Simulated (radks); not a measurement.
The numbers below are computed, except where a source is named.
Spherical quantum dot in the effective-mass picture: electrons in a parabolic well V = omega^2 r^2 / 2 with omega = 4.85, with a point charge +1 (a donor) at the centre, all in effective atomic units (hartree* = m*/eps^2 hartree, bohr* = eps/m* bohr), one dielectric constant everywhere. Level of theory: non-relativistic Kohn-Sham, exchange-only LDA, spin-polarised, spherical densities (a radial shooting solver with Libxc functionals). Levels are named by radial order and angular momentum (1s, 1p, 1d, 2s, ...), and open shells are averaged over m. Results are scaled to m* = 0.198 and eps = 7.8, for which hartree* = 88.56 meV and bohr* = 2.085 nm.

N = 23, configuration 1s2 1p6 1d10 2s2 1f(up 3, down 0). This is the lowest configuration that the search found. Occupied and some empty levels:

| level | occupation | eigenvalue (meV) | <r> (nm) |
|---|---|---|---|
| 1s up | 1 | 2703.3 | 1.227 |
| 1s down | 1 | 2707.5 | 1.219 |
| 1p up | 3 | 3024.1 | 1.689 |
| 1p down | 3 | 3031.9 | 1.683 |
| 2s up | 1 | 3307.0 | 1.781 |
| 2s down | 1 | 3315.0 | 1.782 |
| 1d up | 5 | 3330.3 | 1.994 |
| 1d down | 5 | 3340.3 | 1.990 |
| 1f up | 3 | 3647.3 | 2.233 |
| 1f down | 0 | 3658.3 | 2.232 |
| 2p up | 0 | 3676.5 | 2.033 |
| 2p down | 0 | 3684.3 | 2.035 |
| 1g up | 0 | 3977.2 | 2.436 |
| 1g down | 0 | 3988.5 | 2.436 |
| 2d up | 0 | 4029.4 | 2.263 |
| 2d down | 0 | 4037.3 | 2.265 |

Energy (meV): total 51690.4, kinetic 11814, external 18422, Hartree 23480, exchange-correlation -2026.0.
